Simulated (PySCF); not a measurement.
Isomers of C3H7GeN, mass 130.979 u with the commonest isotopes. Computed with PySCF, PBE0-D3(BJ)/def2-SVP geometry optimisation, gas phase. One conformer each, none proved a minimum here; rigid rotors.

Question: Order these by rotational constant A, smallest first.
A. `C1=[CH][GeH2][NH]C1`
B. `[CH:1]#[C:2][Ge@@H:3]([CH3:4])[NH2:5]` with C2–Ge3–N5–H 63° and -61°
C. `[CH:1]#[C:2][GeH2:3][CH2:4][NH2:5]` with C2–Ge3–C4–N5 -57°, Ge3–C4–N5–H -179° and 63°

Answer: C (4181 MHz), B (5001 MHz), A (6410 MHz).

Question: Order these by dipole moment, largest first.
A. `[CH:1]#[C:2][Ge@@H:3]([CH3:4])[NH2:5]` with C2–Ge3–N5–H 63° and -61°
B. `[CH3:1][CH2:2][GeH2:3][C:4]#[N:5]` with C1–C2–Ge3–C4 58°
C. `[CH:1]#[C:2][GeH2:3][CH2:4][NH2:5]` with C2–Ge3–C4–N5 -57°, Ge3–C4–N5–H -179° and 63°

Answer: B (4.15 D), C (1.70 D), A (0.95 D).

Question: Order these by rotational constant C, smallest first.
A. `[CH:1]#[C:2][Ge@@H:3]([CH3:4])[NH2:5]` with C2–Ge3–N5–H 63° and -61°
B. `C1=[CH][GeH2][NH]C1`
C. `[CH:1]#[C:2][GeH2:3][CH2:4][NH2:5]` with C2–Ge3–C4–N5 -57°, Ge3–C4–N5–H -179° and 63°

Answer: C (1676 MHz), A (1908 MHz), B (2174 MHz).

```tsv
SMILES	point group	Ia (u·Å²)	Ib (u·Å²)	Ic (u·Å²)	κ	μa (D)	μb (D)	μc (D)
C#[C][Ge@@H]([CH3])[NH2]	C1	101.06	205.91	264.83	-0.65	0.42	0.15	0.84
C1=[CH][GeH2][NH]C1	near Cs	78.84	163.39	232.49	-0.57	0.81	0.29	0.60
C#[C][GeH2][CH2]N	C1	120.87	202.87	301.55	-0.35	0.65	0.99	1.22
C[CH2][GeH2][C]#N	C1	121.28	209.11	304.94	-0.39	3.75	1.76	0.08
```
